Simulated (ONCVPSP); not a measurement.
# PBE ONCV dataset for Gd, scalar-relativistic all-electron reference.

ONCVPSP 4.0.1 was run on this input:

```
# ATOM AND REFERENCE CONFIGURATION
# atsym  z   nc   nv     iexc    psfile
  Gd 64.00    9    5        4      upf
#
#   n    l    f
    1    0    2.00
    2    0    2.00
    2    1    6.00
    3    0    2.00
    3    1    6.00
    3    2   10.00
    4    0    2.00
    4    1    6.00
    4    2   10.00
    4    3    7.00
    5    0    2.00
    5    1    6.00
    5    2    2.00
    6    0    1.00
#
# PSEUDOPOTENTIAL AND OPTIMIZATION
# lmax
    3
#
#   l,   rc,      ep,       ncon, nbas, qcut
    0    2.35    0.00    4    7    4.30
    1    2.40    0.00    4    7    6.80
    2    2.30    0.00    4    8    4.30
    3    0.75    0.00    4    8   16.50
#
# LOCAL POTENTIAL
# lloc, lpopt,  rc(5),   dvloc0
    4    2    0.65   -1.00
#
# VANDERBILT-KLEINMAN-BYLANDER PROJECTORs
# l, nproj, debl
    0    2    1.20
    1    2    1.60
    2    3    1.40
    3    2    2.70
#
# MODEL CORE CHARGE
# icmod, fcfact, rcfact
    0    0.00    0.00
#
# LOG DERIVATIVE ANALYSIS
# epsh1, epsh2, depsh
   -3.00    5.00    0.02
#
# OUTPUT GRID
# rlmax, drl
    6.00    0.01
#
# TEST CONFIGURATIONS
# ncnf
    4
# nvcnf
#   n    l    f
    5
    4    3    7.00
    5    0    2.00
    5    1    6.00
    5    2    1.00
    6    0    2.00
#
    5
    4    3    7.00
    5    0    2.00
    5    1    6.00
    5    2    1.00
    6    0    1.00
#
    5
    4    3    7.00
    5    0    2.00
    5    1    6.00
    5    2    1.00
    6    0    0.00
#
    5
    4    3    7.00
    5    0    1.00
    5    1    6.00
    5    2    1.00
    6    0    2.00
#
```

Command:

```bash
oncvpsp.x < Gd.dat > Gd.out
```

The program printed (shortened: citation, most of the input echo, consistency checks and plot data are left out):

```
ONCVPSP  (Optimized Norm-Conservinng Vanderbilt PSeudopotential)
scalar-relativistic version 4.0.1

#   n    l    f        energy (Ha)
    1    0    2.00    -1.8412740E+03
    2    0    2.00    -3.0397428E+02
    2    1    6.00    -2.7047975E+02
    3    0    2.00    -6.7349804E+01
    3    1    6.00    -5.6975283E+01
    3    2   10.00    -4.3287519E+01
    4    0    2.00    -1.3525515E+01
    4    1    6.00    -1.0105948E+01
    4    2   10.00    -5.3767525E+00
    4    3    7.00    -2.6770529E-01
    5    0    2.00    -1.7749675E+00
    5    1    6.00    -9.5289097E-01
    5    2    2.00    -6.4236146E-02
    6    0    1.00    -1.3505077E-01

Reference configufation results
  iterations    32
  all-electron total energy (Ha)   -1.12710546D+04

Begin loop to  construct optimized pseudo wave functions
and semi-local pseudopoentials for all angular momenta

Calculating optimized projector #   1

 for l=   0

    Fraction of norm inside rc  0.973944
    Optimizing pswf for qcut=   4.30 a_B^-1,  ecut=   9.27 Ha
    Residual kinetic energy error=  6.41D-05 Ha

    Energy error per electron        Cutoff
         Ha          eV             Ha
         0.01000     0.27211        2.81
         0.00100     0.02721        6.33
         0.00010     0.00272        9.07
         0.00001     0.00027       21.47

Calculating optimized projector #   2

 for l=   0

    Fraction of norm inside rc  0.078982
    Optimizing pswf for qcut=   4.30 a_B^-1,  ecut=   9.27 Ha
    Residual kinetic energy error=  1.14D-04 Ha

    Energy error per electron        Cutoff
         Ha          eV             Ha
         0.01000     0.27211        2.36
         0.00100     0.02721        6.35
         0.00010     0.00272        9.58
         0.00001     0.00027       26.26

   Wellstate for l =  1  n =  7
     eigenvalue =   0.6471
     asymptotic potential =   1.1471
     half-point radius =  6.1513

Calculating optimized projector #   1

 for l=   1

    Fraction of norm inside rc  0.921462
    Optimizing pswf for qcut=   6.81 a_B^-1,  ecut=  23.18 Ha
    Residual kinetic energy error=  3.14D-08 Ha

    Energy error per electron        Cutoff
         Ha          eV             Ha
         0.01000     0.27211        5.24
         0.00100     0.02721        7.20
         0.00010     0.00272       13.43
         0.00001     0.00027       16.62

Calculating optimized projector #   2

 for l=   1

    Fraction of norm inside rc  0.101034
    Optimizing pswf for qcut=   6.81 a_B^-1,  ecut=  23.18 Ha
    Residual kinetic energy error=  4.95D-08 Ha

    Energy error per electron        Cutoff
         Ha          eV             Ha
         0.01000     0.27211        4.75
         0.00100     0.02721        7.38
         0.00010     0.00272       14.65
         0.00001     0.00027       18.07

   Wellstate for l =  2  n =  7
     eigenvalue =   1.3358
     asymptotic potential =   1.8358
     half-point radius =  5.2525

   Wellstate for l =  2  n =  7
     eigenvalue =   2.7358
     asymptotic potential =   3.2358
     half-point radius =  3.6937

Calculating optimized projector #   1

 for l=   2

    Fraction of norm inside rc  0.371147
    Optimizing pswf for qcut=   4.29 a_B^-1,  ecut=   9.21 Ha
    Residual kinetic energy error=  1.76D-04 Ha

    Energy error per electron        Cutoff
         Ha          eV             Ha
         0.01000     0.27211        5.58
         0.00100     0.02721        7.75
         0.00010     0.00272        9.95
         0.00001     0.00027       36.57

Calculating optimized projector #   2

 for l=   2

    Fraction of norm inside rc  0.122666
    Optimizing pswf for qcut=   4.29 a_B^-1,  ecut=   9.21 Ha
    Residual kinetic energy error=  7.27D-04 Ha

    Energy error per electron        Cutoff
         Ha          eV             Ha
         0.01000     0.27211        6.78
         0.00100     0.02721        8.87
         0.00010     0.00272       12.20
         0.00001     0.00027       24.67

Calculating optimized projector #   3

 for l=   2

    Fraction of norm inside rc  0.200605
    Optimizing pswf for qcut=   4.29 a_B^-1,  ecut=   9.21 Ha
    Residual kinetic energy error=  2.90D-03 Ha

    Energy error per electron        Cutoff
         Ha          eV             Ha
         0.01000     0.27211        8.02
         0.00100     0.02721       10.66
         0.00010     0.00272       18.67
         0.00001     0.00027       29.36

   Wellstate for l =  3  n =  5
     eigenvalue =   2.4323
     asymptotic potential =   2.9323
     half-point radius =  2.0301

Calculating optimized projector #   1

 for l=   3

    Fraction of norm inside rc  0.499506
    Optimizing pswf for qcut=  16.51 a_B^-1,  ecut= 136.24 Ha
    Residual kinetic energy error=  1.34D-02 Ha

    Energy error per electron        Cutoff
         Ha          eV             Ha
         0.01000     0.27211      142.43
         0.00100     0.02721      442.18
         0.00010     0.00272      516.15
         0.00001     0.00027      795.07

Calculating optimized projector #   2

 for l=   3

    Fraction of norm inside rc  0.104507
    Optimizing pswf for qcut=  16.51 a_B^-1,  ecut= 136.24 Ha
    Residual kinetic energy error=  6.13D-03 Ha

    Energy error per electron        Cutoff
         Ha          eV             Ha
         0.01000     0.27211      130.92
         0.00100     0.02721      200.64
         0.00010     0.00272      417.95
         0.00001     0.00027      627.27

Construct Vanderbilt / Kleinmman-Bylander projectors

B matrix Hermiticity error, ll=   0
   1   2    1.2879E-04

  Orthonormal projector coefficients  1.9959E+01  1.1939E+00

B matrix Hermiticity error, ll=   1
   1   2   -1.2793E-04

  Orthonormal projector coefficients  1.3900E+01  7.6308E-01

B matrix Hermiticity error, ll=   2
   1   2   -7.4370E-05
   1   3   -1.5956E-04
   2   3   -9.4320E-05

  Orthonormal projector coefficients  1.1350E+01  1.2893E+00  3.9342E-01

B matrix Hermiticity error, ll=   3
   1   2    8.5391E-04

  Orthonormal projector coefficients -4.2956E+01 -1.6861E+01

Pseudoatom total energy -111.285816

Diagnostic tests using Vanderbilt-Kleinman-Bylander pseudopotentials
  1 or more projectors used as specified by nproj input data

   l    rcore       rmatch      e in        delta e   norm test  slope test

   0   2.3546771   2.4261702  -1.7749675   0.0000010   1.0001449   1.0001344
   0   2.3546771   2.4261702  -0.1350508   0.0000008   1.0000182   1.0000145

   1   2.4117000   2.4849245  -0.9528910   0.0000008   1.0001222   1.0001241
   1   2.4117000   2.4849245   0.6471090   0.0000108   1.0001293   1.0001293

   2   2.3127965   2.3830180  -0.0642361   0.0000015   1.0000365   1.0000545
   2   2.3127965   2.3830180   1.3357639   0.0000064   1.0001961   1.0001961
   2   2.3127965   2.3830180   2.7357639   0.0000504   1.0002397   1.0002397

   3   0.7511334   0.7739394  -0.2677053   0.0003367   1.0003642   1.0001128
   3   0.7511334   0.7739394   2.4322947  -0.0000077   1.0008347   1.0008347

 Testing for bound ghosts
   n   l    E NL Schr. Eq   E Basis Diag.   E Cutoff

       0                       -9.427991     34.46  WARNING - GHOST(-)
   1   0       -1.774966       -1.774787     34.46
   2   0       -0.135050       -0.114684     34.46

       1                       -2.411112     38.52  WARNING - GHOST(-)
   2   1       -0.952890       -0.952713     38.52

   3   2       -0.064235       -0.055224     82.68

   4   3       -0.267369       -0.215506    687.54

 Testing for highly-localized positive-energy ghosts
       l    <radius>/rc     E Basis Diag.   E Cutoff

       2        0.918234        8.057404     82.68  WARNING - GHOST(+)

Test configuration 0

   n   l     f        eae           eps        diff
   1   0  2.0000-1841.27400983
   2   0  2.0000 -303.97428389
   2   1  6.0000 -270.47974765
   3   0  2.0000  -67.34980394
   3   1  6.0000  -56.97528264
   3   2 10.0000  -43.28751924
   4   0  2.0000  -13.52551542
   4   1  6.0000  -10.10594819
   4   2 10.0000   -5.37675245
   4   3  7.0000   -0.26770529   -0.26736855    3.37D-04
   5   0  2.0000   -1.77496752   -1.77496648    1.04D-06
   5   1  6.0000   -0.95289097   -0.95289021    7.60D-07
   5   2  2.0000   -0.06423615   -0.06423468    1.47D-06
   6   0  1.0000   -0.13505077   -0.13504994    8.30D-07

    Total energies and differences
      AE_ref= -1.12710546D+04  AE_tst= -1.12710546D+04  dif=  0.00D+00
      PS_ref= -1.11285816D+02  PS_tst= -1.11285816D+02  dif= -1.85D-13
      PSP excitation error=  1.85D-13

Test configuration 1

   n   l     f        eae           eps        diff
   1   0  2.0000-1841.32329295
   2   0  2.0000 -304.02607810
   2   1  6.0000 -270.53147182
   3   0  2.0000  -67.40048395
   3   1  6.0000  -57.02597185
   3   2 10.0000  -43.33848399
   4   0  2.0000  -13.57659179
   4   1  6.0000  -10.15724169
   4   2 10.0000   -5.42852876
   4   3  7.0000   -0.31960196   -0.31550432    4.10D-03
   5   0  2.0000   -1.82793988   -1.82625470    1.69D-03
   5   1  6.0000   -1.00195343   -1.00219603   -2.43D-04
   5   2  1.0000   -0.09308578   -0.09351322   -4.27D-04
   6   0  2.0000   -0.15162985   -0.15149784    1.32D-04

    Total energies and differences
      AE_ref= -1.12710546D+04  AE_tst= -1.12711197D+04  dif= -6.51D-02
      PS_ref= -1.11285816D+02  PS_tst= -1.11350712D+02  dif= -6.49D-02
      PSP excitation error= -1.63D-04

Test configuration 2

   n   l     f        eae           eps        diff
   1   0  2.0000-1841.55764028
   2   0  2.0000 -304.25927841
   2   1  6.0000 -270.76474124
   3   0  2.0000  -67.63334664
   3   1  6.0000  -57.25884306
   3   2 10.0000  -43.57134549
   4   0  2.0000  -13.80953925
   4   1  6.0000  -10.39020297
   4   2 10.0000   -5.66145858
   4   3  7.0000   -0.55235424   -0.54959007    2.76D-03
   5   0  2.0000   -2.06090639   -2.05957333    1.33D-03
   5   1  6.0000   -1.23463532   -1.23473285   -9.75D-05
   5   2  1.0000   -0.30882791   -0.30913826   -3.10D-04
   6   0  1.0000   -0.34088189   -0.34074269    1.39D-04

    Total energies and differences
      AE_ref= -1.12710546D+04  AE_tst= -1.12708755D+04  dif=  1.79D-01
      PS_ref= -1.11285816D+02  PS_tst= -1.11106567D+02  dif=  1.79D-01
      PSP excitation error= -9.14D-05

Test configuration 3

   n   l     f        eae           eps        diff
   1   0  2.0000-1841.83372001
   2   0  2.0000 -304.53364645
   2   1  6.0000 -271.03922720
   3   0  2.0000  -67.90680933
   3   1  6.0000  -57.53232382
   3   2 10.0000  -43.84486862
   4   0  2.0000  -14.08317225
   4   1  6.0000  -10.66389317
   4   2 10.0000   -5.93516214
   4   3  7.0000   -0.82556784   -0.82472037    8.47D-04
   5   0  2.0000   -2.33421192   -2.33329225    9.20D-04
   5   1  6.0000   -1.50610298   -1.50598149    1.21D-04
   5   2  1.0000   -0.55777293   -0.55784252   -6.96D-05

    Total energies and differences
      AE_ref= -1.12710546D+04  AE_tst= -1.12704308D+04  dif=  6.24D-01
      PS_ref= -1.11285816D+02  PS_tst= -1.10661919D+02  dif=  6.24D-01
      PSP excitation error= -7.68D-05

Test configuration 4

   n   l     f        eae           eps        diff
   1   0  2.0000-1841.81013123
   2   0  2.0000 -304.49894321
   2   1  6.0000 -271.00552712
   3   0  2.0000  -67.86218438
   3   1  6.0000  -57.48788715
   3   2 10.0000  -43.80122156
   4   0  2.0000  -14.04083850
   4   1  6.0000  -10.62229107
   4   2 10.0000   -5.89361916
   4   3  7.0000   -0.77285179   -0.78986039   -1.70D-02
   5   0  1.0000   -2.25361155   -2.26431687   -1.07D-02
   5   1  6.0000   -1.40504274   -1.40861794   -3.58D-03
   5   2  1.0000   -0.41366179   -0.41240341    1.26D-03
   6   0  2.0000   -0.39359336   -0.39397201   -3.79D-04

    Total energies and differences
      AE_ref= -1.12710546D+04  AE_tst= -1.12690866D+04  dif=  1.97D+00
      PS_ref= -1.11285816D+02  PS_tst= -1.09312421D+02  dif=  1.97D+00
      PSP excitation error= -5.38D-03
```

Note: ghosts flagged at negative energy: s at -256.5 eV, p at -65.6 eV; GHOST(+) flagged for d at 219.3 eV. A true bound ghost makes a file unfit for plane-wave use.

The run took about 7 s on one core of a shared server CPU.
